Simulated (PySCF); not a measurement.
## NMR data sheet: 2-methylstyrene

```
Formula                               : C9H10
SMILES                                : C=Cc1ccccc1C
Point group of the computed structure : C1
Degrees of unsaturation               : 5
Carbon signals                        : 9
Proton signals                        : 8
```

Molfile (atoms numbered from 1):
```
C9H10
     RDKit          3D

 19 19  0  0  0  0  0  0  0  0999 V2000
    2.9293    0.3192    0.3564 C   0  0  0  0  0  0  0  0  0  0  0  0
    1.8315   -0.3496   -0.0180 C   0  0  0  0  0  0  0  0  0  0  0  0
    0.4586    0.1770   -0.0328 C   0  0  0  0  0  0  0  0  0  0  0  0
    0.2226    1.5554   -0.1499 C   0  0  0  0  0  0  0  0  0  0  0  0
   -1.0672    2.0733   -0.1528 C   0  0  0  0  0  0  0  0  0  0  0  0
   -2.1545    1.2082   -0.0468 C   0  0  0  0  0  0  0  0  0  0  0  0
   -1.9361   -0.1630    0.0591 C   0  0  0  0  0  0  0  0  0  0  0  0
   -0.6455   -0.7012    0.0665 C   0  0  0  0  0  0  0  0  0  0  0  0
   -0.4563   -2.1859    0.1976 C   0  0  0  0  0  0  0  0  0  0  0  0
    3.9157   -0.1489    0.3201 H   0  0  0  0  0  0  0  0  0  0  0  0
    2.8845    1.3484    0.7241 H   0  0  0  0  0  0  0  0  0  0  0  0
    1.9521   -1.3894   -0.3388 H   0  0  0  0  0  0  0  0  0  0  0  0
    1.0741    2.2302   -0.2635 H   0  0  0  0  0  0  0  0  0  0  0  0
   -1.2237    3.1501   -0.2498 H   0  0  0  0  0  0  0  0  0  0  0  0
   -3.1746    1.5993   -0.0531 H   0  0  0  0  0  0  0  0  0  0  0  0
   -2.7902   -0.8409    0.1420 H   0  0  0  0  0  0  0  0  0  0  0  0
    0.0420   -2.6145   -0.6875 H   0  0  0  0  0  0  0  0  0  0  0  0
    0.1639   -2.4421    1.0708 H   0  0  0  0  0  0  0  0  0  0  0  0
   -1.4232   -2.6949    0.3101 H   0  0  0  0  0  0  0  0  0  0  0  0
  1  2  2  0
  2  3  1  0
  3  4  2  0
  4  5  1  0
  5  6  2  0
  6  7  1  0
  7  8  2  0
  8  9  1  0
  8  3  1  0
  1 10  1  0
  1 11  1  0
  2 12  1  0
  4 13  1  0
  5 14  1  0
  6 15  1  0
  7 16  1  0
  9 17  1  0
  9 18  1  0
  9 19  1  0
M  END
```

All values are calculated (PySCF 2.14): PBE0-D3(BJ)/def2-SVP structure, shieldings: GIAO PBE0/pcSseg-1. One averaged value for each set of equivalent atoms, no relativistic terms, single conformer, isolated molecule.

References, each an isolated molecule treated in the same way: $^{1}$H (31.27 ppm), $^{13}$C (184.41 ppm) vs TMS.

| carbon | δC, type | δH (multiplicity) | HMBC from (2–3 bonds) | span of the C tensor (ppm) |
| --- | --- | --- | --- | --- |
| C1 | 121.3, CH2 | H10 5.55 (m); H11 5.95 (m) | H12 | 209 |
| C2 | 143.2, CH | 7.02 (m) | H13, H11, H10 | 236 |
| C3 | 141.3, C | – | H13, H14, H16, H12, H11, H10, H17/H18/H19 | 217 |
| C4 | 130.1, CH | 7.66 (d) | H14, H15, H12 | 224 |
| C5 | 131.8, CH | 7.31 (m) | H13, H15, H16 | 231 |
| C6 | 133.7, CH | 7.27 (m) | H13, H14, H16 | 232 |
| C7 | 135.6, CH | 7.24 (m) | H14, H15, H17/H18/H19 | 210 |
| C8 | 140.4, C | – | H13, H15, H16, H12, H17/H18/H19 | 224 |
| C9 | 22.2, CH3 | 2.33 (s) | H16 | 34 |

Carbon types of the structure: 2 × C, 5 × CH, 1 × CH2, 1 × CH3, which accounts for all hydrogens. δC 143.2: alkene CH; as expected for a trigonal carbon in a double bond. δC 141.3, 140.4: substituted aromatic carbon. δC 135.6, 133.7, 131.8, 130.1: aromatic CH; the aromatic region. δC 121.3: terminal =CH2 carbon; the olefinic region. δH 7.02: hydrogen on an alkene CH; a vinylic proton, deshielded by the sp2 carbon and the C=C anisotropy.

Shifts are as computed. Against solution values, carbons near 30 ppm lie about +2 ppm off and those near 130 ppm about +5 ppm. Of 1211 compounds with measured shifts, 218 miss one by over three times the rms of a fit or turn the order of signals round; such compounds aren't used in these exercises. Multiplicities follow the n + 1 count of equivalent neighbours, as no J values were calculated; m marks all less simple cases, F and P coupling included.
